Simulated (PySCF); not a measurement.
# What the low excited states add to the polarisability

C₈H₉BF₂S.
SMILES with atom numbers: `[F:1][B:2]([F:3])[c:4]1[cH:5][cH:6][c:7]([CH:8]2[CH2:9][CH2:10][CH2:11]2)[s:12]1` (hydrogens: H13 on C5; H14 on C6; H15 on C8; H16, H17 on C9; H18, H19 on C10; H20, H21 on C11)

Geometry (PBE0-D3(BJ)/def2-SVP, Å), atoms numbered from 1 in this order:
```
atom  x, y, z in Å
F1     5.093    0.535    0.525
B2     3.888    0.920    0.912
F3     3.826    1.849    1.851
C4     2.630    0.308    0.289
C5     2.559   -0.646   -0.710
C6     1.235   -0.981   -1.072
C7     0.286   -0.283   -0.351
C8    -1.194   -0.378   -0.441
C9    -2.026   -0.745    0.815
C10   -3.113    0.231    0.333
C11   -2.053    0.905   -0.556
S12    1.041    0.784    0.772
H13    3.450   -1.084   -1.163
H14    0.969   -1.711   -1.838
H15   -1.440   -1.068   -1.263
H16   -1.528   -0.383    1.728
H17   -2.287   -1.804    0.956
H18   -3.618    0.851    1.088
H19   -3.882   -0.280   -0.267
H20   -1.565    1.746   -0.039
H21   -2.337    1.235   -1.567
```

Theory: TDDFT CAM-B3LYP/def2-SVPD, vertical, gas phase, core orbitals frozen in the response in PySCF.

Excitation energies and transition dipoles (atomic units, axes of the coordinates) of those of the lowest 10 singlets that add 0.02 au or more to the mean polarisability:

| state | ΔE (hartree) | μx | μy | μz |
| --- | --- | --- | --- | --- |
| S1 | 0.1827 | 1.537 | 0.322 | 0.320 |
| S2 | 0.1937 | 0.207 | -0.462 | -0.475 |
| S3 | 0.2384 | 0.013 | 0.057 | -0.070 |
| S6 | 0.2526 | 0.008 | -0.081 | 0.069 |
| S7 | 0.2591 | -0.431 | 0.421 | 0.510 |
| S8 | 0.2599 | 0.190 | -0.237 | -0.202 |
| S9 | 0.2635 | 0.047 | -0.196 | 0.099 |
| S10 | 0.2666 | 0.021 | -0.159 | 0.128 |

Problem. What does each state add to αxx, αyy and αzz, and how do the sums compare with the full static tensor?

Solution. Each state adds 2 μα² / ΔE.

| state | αxx (au) | αyy (au) | αzz (au) |
| --- | --- | --- | --- |
| S1 | 25.86 | 1.14 | 1.12 |
| S2 | 0.44 | 2.20 | 2.33 |
| S3 | 0.00 | 0.03 | 0.04 |
| S6 | 0.00 | 0.05 | 0.04 |
| S7 | 1.43 | 1.37 | 2.01 |
| S8 | 0.28 | 0.43 | 0.31 |
| S9 | 0.02 | 0.29 | 0.07 |
| S10 | 0.00 | 0.19 | 0.12 |
| all 10 states | 28.0 | 5.7 | 6.1 |
| full response | 162.4 | 103.2 | 103.8 |
| share (%) | 17 | 6 | 6 |

The rest comes from the higher roots of the same response equations.

Problem. Give the full tensor and its principal values.

Solution. In au, rows and columns x, y, z:
```
x   162.4   3.5   2.9
y     3.5 103.2  15.9
z     2.9  15.9 103.8
```
Principal values 87.6, 118.9 and 162.9 au; mean 123.1 au (18.24 Å³).

Problem. By how much does the contribution of these states grow at 632.8 nm?

Solution. With ω = 0.0720 hartree each state's term in the mean polarisability goes from f / ΔE² to f / (ΔE² − ω²), f = (2/3) ΔE |μ|²; the sum over all 10 states goes from 13.28 to 15.46 au, a rise of 2.18 au.

One conformer stands for the species.
